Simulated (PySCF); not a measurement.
C₂H₃BClF. Atoms are numbered in the order given.

```xyz
8

B      0.5249     0.1708     0.0000
F      1.6706     0.8376     0.0000
Cl    -0.9563     1.1292     0.0000
C      0.5115    -1.3817     0.0000
C     -0.6212    -2.0984     0.0000
H      1.4745    -1.9077     0.0000
H     -0.6187    -3.1943     0.0000
H     -1.6004    -1.6063     0.0000
```
Charge 0, spin multiplicity 1.

Coordinates come from a ωB97X-D3(BJ)/def2-SVP optimisation. Other conformers were not sampled.

Level of theory: M06-2X/def2-TZVP (PySCF).

Symmetry labels are those of the subgroup Cs that the program uses (full group Cs).

### Question
List the valence orbital energies around the gap with their symmetry. (An estimate is asked for; the answer gives what the named calculation found.)

### Answer

| orbital | symmetry | energy (eV) |
|---|---|---|
| HOMO−7 | A' | -15.57 |
| HOMO−6 | A" | -15.46 |
| HOMO−5 | A' | -13.64 |
| HOMO−4 | A' | -12.99 |
| HOMO−3 | A" | -11.30 |
| HOMO−2 | A' | -11.22 |
| HOMO−1 | A' | -10.66 |
| HOMO | A" | -9.77 |
| LUMO | A" | -0.95 |
| LUMO+1 | A' | 1.67 |
| LUMO+2 | A" | 2.33 |
| LUMO+3 | A' | 2.51 |
